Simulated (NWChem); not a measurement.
# SiH₃O₂F; SMILES O[SiH](F)O

All runs: NWChem. Pople sets run with spherical d functions. B3LYP is NWChem's, with the RPA form of VWN correlation. Each level has its own optimisation; frequencies are unscaled. One conformer.

```json
[
 {"level": "B3LYP/6-31G*", "r F–Si (Å)": "1.612", "r H–Si (Å)": "1.470", "r H–O (Å)": "0.968", "highest harmonic frequency (cm⁻¹)": "3809", "lowest (cm⁻¹)": "185", "zero-point energy (kcal/mol)": "25.2", "dipole (D)": "1.62"},
 {"level": "BLYP/def2-SVP", "r F–Si (Å)": "1.641", "r H–Si (Å)": "1.481", "r H–O (Å)": "0.975", "highest harmonic frequency (cm⁻¹)": "3729", "lowest (cm⁻¹)": "170", "zero-point energy (kcal/mol)": "24.3", "dipole (D)": "1.57"},
 {"level": "PBE-D3(BJ)/def2-SVP", "r F–Si (Å)": "1.638", "r H–Si (Å)": "1.485", "r H–O (Å)": "0.973", "highest harmonic frequency (cm⁻¹)": "3773", "lowest (cm⁻¹)": "170", "zero-point energy (kcal/mol)": "24.4", "dipole (D)": "1.58"}
]
```
